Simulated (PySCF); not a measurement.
A structure optimised at PBE0-D3(BJ)/def2-TZVPD, used in a PySCF frequency run:

```xyz
6

Si     0.0000     0.0000     0.0000
H      0.0000     0.0000     1.6219
H      0.0000     0.0000    -1.6219
H      1.5325     0.0000     0.0000
H     -0.7663     1.3272     0.0000
H     -0.7663    -1.3272     0.0000
```
Charge -1, spin multiplicity 1.

Question: Write its SMILES, formula and point group.

Answer: [SiH5-], H5Si, D3h

Question: What are its rotational constants (standard atomic weights)?

Answer: 71.157, 57.075, 57.075 GHz
